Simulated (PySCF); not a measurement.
An unknown gives this computed stick spectrum. Method used: PySCF 2.14.0, density-fitted response routines, TDDFT wB97X-D/def2-SVPD, vertical, gas phase, core orbitals frozen in the response. Geometries: GFN2-xTB, one conformer each.

```csv
state,λ (nm),f
S1,290.1,0.0038
S2,189.5,0.128
S3,183.0,0.048
S4,170.4,0.072
S5,166.3,0.312
S6,163.5,0.064
S7,161.1,0.045
S8,159.8,0.104
```

Orbital energies (eV): HOMO-3 -11.64, HOMO-2 -10.29, HOMO-1 -9.72, HOMO -9.14, LUMO 0.67, LUMO+1 2.09, LUMO+2 2.23.

Task: Which candidate is it? All have the formula C7H10O.
A. `C#CC(=C)OC(C)C`
B. `C#C/C(=C/CC)CO`
C. `C=CC[C@H](C=C)C=O`

Result: C. Its S1, at 4.27 eV, is the lowest among the candidates; the nearest of the others has S1 at 5.59 eV. S1 is HOMO→LUMO (58%), HOMO-1→LUMO (17%), HOMO-2→LUMO (11%). Löwdin shares by element: HOMO carbon 37% or more, oxygen 27% (atoms not listed hold the other 36%); LUMO carbon 53% or more, oxygen 25% (atoms not listed hold the other 22%). At the same level the other candidates give, for their lowest levels:
- `C#CC(=C)OC(C)C`: 215 nm (f 0.223); 208 nm (f 0.002); 200 nm (f 0.001); 184 nm (f 0.057); 182 nm (f 0.017); T1 3.67 eV; HOMO -8.49, LUMO 1.23 eV
- `C#C/C(=C/CC)CO`: 222 nm (f 0.333); 218 nm (f 0.044); 196 nm (f 0.008); 191 nm (f 0.003); 183 nm (f 0.004); T1 3.52 eV; HOMO -8.67, LUMO 0.84 eV

Shape of the structure used: `[CH2:1]=[CH:2][CH2:3][C@H:4]([CH:5]=[CH2:6])[CH:7]=[O:8]`: C1–C2–C3–C4 -118°, C2–C3–C4–C5 -65°, C3–C4–C5–C6 131°, C3–C4–C7–O8 7°.
Triplets come from the Tamm–Dancoff approximation.
